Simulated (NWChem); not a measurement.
Species: cyclohexanone (C6H10O); SMILES O=C1CCCCC1

```xyz
17

O     -0.2624    -2.3194     0.0000
C      0.1193    -1.1644     0.0000
C      0.3758    -0.3874     1.2869
C     -0.3052     0.9980     1.2668
C      0.0567     1.7870     0.0000
C     -0.3052     0.9980    -1.2668
C      0.3758    -0.3874    -1.2869
H      1.4642    -0.2478     1.3798
H      0.0458    -0.9969     2.1332
H     -0.0241     1.5594     2.1660
H     -1.3949     0.8628     1.3104
H     -0.4590     2.7553     0.0000
H      1.1350     2.0055     0.0000
H     -0.0241     1.5594    -2.1660
H     -1.3949     0.8628    -1.3104
H      0.0458    -0.9969    -2.1332
H      1.4642    -0.2478    -1.3798
```
Atoms are numbered in this order, from 1.

Level: B3LYP/6-31G* (spherical d) (NWChem), optimised geometry, unscaled harmonic frequencies. 

```tsv
frequency (cm⁻¹)	IR intensity (km/mol)
91	2.6
184	0.9
307	0.2
404	1.2
415	2.5
480	0.3
489	9.7
656	1.5
753	3.2
769	4.5
846	0.1
883	3.3
903	3.0
927	3.1
1008	0.8
1033	2.6
1072	7.8
1086	0.5
1144	22.1
1149	0.5
1249	30.9
1262	0.5
1285	0.2
1302	0.2
1354	10.6
1363	2.2
1384	8.3
1398	7.5
1399	0.3
1492	5.8
1500	6.7
1520	7.9
1521	3.8
1536	0.8
1821	183.6
3017	2.1
3024	13.0
3025	17.2
3038	20.0
3040	42.6
3079	50.5
3082	38.9
3087	54.4
3118	22.3
3119	17.7
```

```yaml
zero_point_energy: 95.2 kcal/mol
thermal correction to the enthalpy at 298.15 K (with zero-point energy): 99.8 kcal/mol
heat capacity Cv: 24.7 cal/(mol K)
entropy at 298.15 K and 1 atm (symmetry number 1): 79.6 cal/(mol K)
dipole_moment: 3.07 D
```

Rigid rotor and harmonic oscillator; modes under 100 cm⁻¹ make the entropy uncertain.
